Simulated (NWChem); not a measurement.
Species: WHO₃Cl; SMILES [O]=[W]([OH])([Cl])=[O]

```xyz
6

W      0.0349    -0.1933    -0.0031
O      0.8382    -0.6972     1.4045
O      0.9930    -0.6873    -1.3151
Cl    -0.1267     2.0838    -0.0010
O     -1.6259    -1.0468    -0.1173
H     -2.0700    -1.6666     0.4718
```
Atoms are numbered in this order, from 1.

Computed with NWChem. All runs use the structure optimised with PBE0/def2-SVP. def2 effective core potentials on W; no spin-orbit coupling. Total energies compare along this basis series because the functional is fixed.

```json
[
 {"level": "Hartree-Fock/def2-SVP", "basis functions": "97", "energy (Ha)": "-750.8626", "highest occupied level (eV)": "-13.27", "orbital gap (eV)": "14.35", "dipole (D)": "3.66"},
 {"level": "Hartree-Fock/def2-SVPD", "basis functions": "139", "energy (Ha)": "-750.8900", "highest occupied level (eV)": "-13.32", "orbital gap (eV)": "14.11", "dipole (D)": "3.52"},
 {"level": "Hartree-Fock/def2-TZVP", "basis functions": "176", "energy (Ha)": "-751.3374", "highest occupied level (eV)": "-13.18", "orbital gap (eV)": "14.26", "dipole (D)": "3.60"},
 {"level": "Hartree-Fock/def2-TZVPP", "basis functions": "205", "energy (Ha)": "-751.3499", "highest occupied level (eV)": "-13.17", "orbital gap (eV)": "14.32", "dipole (D)": "3.59"}
]
```
